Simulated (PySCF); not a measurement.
Rh⁺: excitation energy

Rh⁺ [Kr] 4d8 (3F) → Rh⁺ [Kr] 4d7 5s1 (5F), as a difference of total energies. All numbers are calculated (PySCF 2.14, scalar relativity by spin-free X2C-1e, in ANO-RCC-VTZP (7s6p4d2f1g, 68 functions)). Correlated levels: valence: [Kr] frozen. The calculations carry no spin-orbit coupling.

| method | excitation energy (eV) | error (eV) |
| --- | --- | --- |
| UHF | 1.360 | -0.766 |
| MP2 (valence) | 2.229 | +0.103 |
| SCS-MP2 (valence) | 2.519 | +0.393 |
| CCSD (valence) | 2.080 | -0.046 |
| CCSD(T) (valence) | 2.133 | +0.007 |

Reference: 2.126 eV (measured; NIST levels, between the centres of gravity of the two terms).

Errors of the correlated levels include the incompleteness of this basis and the frozen core.

The basis was made for the ground configuration and has no added diffuse functions, so the excitation energy can come out too high.
